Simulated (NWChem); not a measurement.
**A calculation on CF2**

```xyz
3

F      1.0291     0.0000    -0.1980
C      0.0000     0.0000     0.5940
F     -1.0291     0.0000    -0.1980
```
Charge 0, spin multiplicity 1.

The numbers come from NWChem runs, not from measurements. The geometry was optimised at B3LYP/def2-SVP, a minimum by its harmonic frequencies.

Symmetry labels belong to the abelian group C2v used in the runs, with the axes of the coordinates shown.

The structure started from a generated list of species.

Task: List the lowest 4 singlet excitations that TD-BHandHLYP/def2-SVPD gives, with oscillator strengths.

Result: 
```tsv
state	symmetry	energy (eV)	wavelength (nm)	f
1	b2	4.71	263	0.032
2	a2	9.17	135	0.000
3	a1	9.91	125	0.004
4	b1	10.32	120	0.032
```
